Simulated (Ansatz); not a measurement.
Stepwise reaction of `N[Si@H](F)[Si@@H](N)F` with methanol, as a gas-phase model of exchange steps in deposition or etching. ΔE in kJ/mol.

Isolated molecules relaxed with PBE0-D4/def2-TZVP in Ansatz; ΔE leaves out vibrations. CCSD(T)/CBS adds triple-zeta CCSD(T) − MP2 to the extrapolated MP2 energy (def2 sets, frozen cores). This one scheme is used for every species. Functionals use def2-TZVPP. B3LYP here is the variant with VWN-RPA as its local correlation; programs differ in this. Each species was taken in one conformer, which may not be the lowest.

| step | reaction | PBE-D4 | B3LYP-D4 | ωB97M-V | CCSD(T)/CBS |
| --- | --- | --- | --- | --- | --- |
| 1 | `N[Si@H](F)[Si@@H](N)F` + CH₃OH → `CO[Si@@H](N)[Si@H](N)F` + H–F | 41.2 | 42.2 | 43.3 | 39.8 |

(1) Give the row of step 2, `CO[Si@@H](N)[Si@H](N)F` + CH₃OH → `CO[Si@@H](N)[Si@@H](N)OC` + H–F. (Best estimate.)

(2) By hand: ΔE of the 2 steps together at CCSD(T)/CBS.

Results:

(1) Computed: 
```csv
step,reaction,PBE-D4,B3LYP-D4,ωB97M-V,CCSD(T)/CBS
2,`CO[Si@@H](N)[Si@H](N)F` + CH₃OH → `CO[Si@@H](N)[Si@@H](N)OC` + H–F,52.4,54.5,56.1,51.8
```

(2) (39.8) + (51.8) = 91.6 kJ/mol, or 45.8 kJ/mol a step.

In ΔE each step is higher than the one before. All are uphill at CCSD(T)/CBS. PBE-D4 differs from CCSD(T)/CBS by 0.6 to 1.4 kJ/mol a step. Isolated molecules leave out the surface, adducts and barriers. Largest T1 diagnostic: 0.012.
